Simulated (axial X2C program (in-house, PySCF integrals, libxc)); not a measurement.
## Testing model relations on SbCl⁻

A bond curve at the M06 level, two-component, was computed with an in-house relativistic program for diatomic molecules (basis Sb dyall-acv3z [12s13p9d5f1g], Cl dyall-av3z [9s8p3d2f] (cores contracted in-house)) for the state Ω = 3/2 (⟨Sz⟩ = 0.51, ⟨Lz⟩ = 0.99 at M06). Its fit gives Re = 2.5182 Å, ωe = 258.1 cm⁻¹, ωexe = 1.72 cm⁻¹ and αe = 6.663e-04 cm⁻¹; the masses are 120.9038 and 34.9689 u. Two-component means X2C with spin–orbit coupling and atomic mean-field Coulomb and Gaunt terms.

Task: Find the reduced mass, Be and the force constant.

Result: From the M06 values: μ = 27.1239 u. Be = 16.8576/(μ Re²) = 0.09801 cm⁻¹. k = 5.8918×10⁻⁷ μ ωe² = 1.06 mdyn/Å.

Task: Estimate the centrifugal constant by the Kratzer relation.

Result: D = 4Be³/ωe² = 5.65e-08 cm⁻¹.

Task: Estimate De from a Morse curve and compare with the computed well depth of 1.525 eV to Sb + Cl-.

Result: De(Morse) = ωe²/(4ωexe) = 1.200 eV against 1.525 eV computed, a ratio of 0.79. The extrapolation falls short: long-range attraction (ionic or ion–induced dipole) or a change of character along the curve can cause this.

Task: A Morse curve ties αe to the other constants (Pekeris). How well does that hold?

Result: αe(Morse) = 6Be²/ωe × (√(ωexe/Be) − 1) = 7.122e-04 cm⁻¹; the M06 curve gives 6.663e-04 cm⁻¹, a ratio of 1.07.

Task: Where do the fundamental and the first overtone lie?

Result: ν(1←0) = ωe − 2ωexe = 254.7 cm⁻¹; ν(2←0) = 2ωe − 6ωexe = 505.9 cm⁻¹.

Occupations by symmetry block were frozen at the best pattern of an incomplete PBE0 search. De is counted from the lowest determinant-based energies of the atoms at the same level, without counterpoise correction. Density functionals use the spin component along the axis (collinear). The functionals have no current-density term, which raises determinants with orbital currents, atoms included. The highest occupied level of some functionals is positive through self-interaction error; at Hartree–Fock it is bound.
